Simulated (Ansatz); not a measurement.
```yaml
crystal:
  periodic: [false, false, false]
  atoms:
    - {symbol: F, position_ang: [0.750342, -2.736406, 0.585709]}
    - {symbol: B, position_ang: [0.982178, -1.114416, 0.804600]}
    - {symbol: F, position_ang: [2.178210, -0.582669, 1.814221]}
    - {symbol: Cl, position_ang: [1.163478, 0.019124, -1.393038]}
    - {symbol: B, position_ang: [-0.982220, 1.114379, -0.804594]}
    - {symbol: F, position_ang: [-0.745601, 2.735160, -0.581757]}
    - {symbol: F, position_ang: [-2.179812, 0.588620, -1.815468]}
    - {symbol: Cl, position_ang: [-1.166561, -0.023793, 1.390351]}
basis:
  gaussian: {orbitals: aug-cc-pVDZ}
hamiltonian: {xc: {name: wB97}, pseudopotentials: {relativity: none}}
scf: {max_iter: 3}
```

```sh
$ ansatz run in.yaml --threads 4 --pin off --events-out ev --progress --plain --max-ram 11315MiB
```

Output, abridged:

```
Error: invalid value for `basis.gaussian`: such a run doesn't read scf.max_iter; remove what it names
```

In this input the input holds a key that doesn't belong there. The input was rejected before any iteration.
